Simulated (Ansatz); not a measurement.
```yaml
crystal:
  periodic: [false, false, false]
  atoms:
    - {symbol: C, position_ang: [-1.270519, -0.580032, -0.318901]}
    - {symbol: C, position_ang: [-0.184214, -0.180892, 0.665054]}
    - {symbol: C, position_ang: [1.150847, -0.810025, 0.305423]}
    - {symbol: O, position_ang: [-0.080161, 1.210527, 0.776277]}
    - {symbol: Zn, position_ang: [0.338086, 2.372388, -0.499679]}
    - {symbol: H, position_ang: [-2.216150, -0.103389, -0.053461]}
    - {symbol: H, position_ang: [-0.998499, -0.264157, -1.333788]}
    - {symbol: H, position_ang: [-1.420593, -1.662969, -0.336281]}
    - {symbol: Xx, position_ang: [-0.475875, -0.551766, 1.659471]}
    - {symbol: H, position_ang: [1.920504, -0.496107, 1.013140]}
    - {symbol: H, position_ang: [1.459597, -0.497601, -0.699868]}
    - {symbol: H, position_ang: [1.096646, -1.902088, 0.313185]}
    - {symbol: H, position_ang: [0.680320, 3.466101, -1.490571]}
basis:
  gaussian: {orbitals: def2-TZVP}
hamiltonian: {xc: {name: wB97X-V}}
```

```sh
$ ansatz run in.yaml --threads 4 --pin off --events-out ev --progress --plain --max-ram 11315MiB
```

Task: How does Ansatz answer? (Best estimate.)

Result: Ansatz gave: The input was rejected before any iteration.
```
Error: YAML parse error: error: line 12 column 16: `Xx` is not an element symbol (H … Og, case-exact)
10 |     - {symbol: H, position_ang: [-0.998499, -0.264157, -1.333788]}
11 |     - {symbol: H, position_ang: [-1.420593, -1.662969, -0.336281]}
12 |     - {symbol: Xx, position_ang: [-0.475875, -0.551766, 1.659471]}
13 |     - {symbol: H, position_ang: [1.920504, -0.496107, 1.013140]}
14 |     - {symbol: H, position_ang: [1.459597, -0.497601, -0.699868]}
```
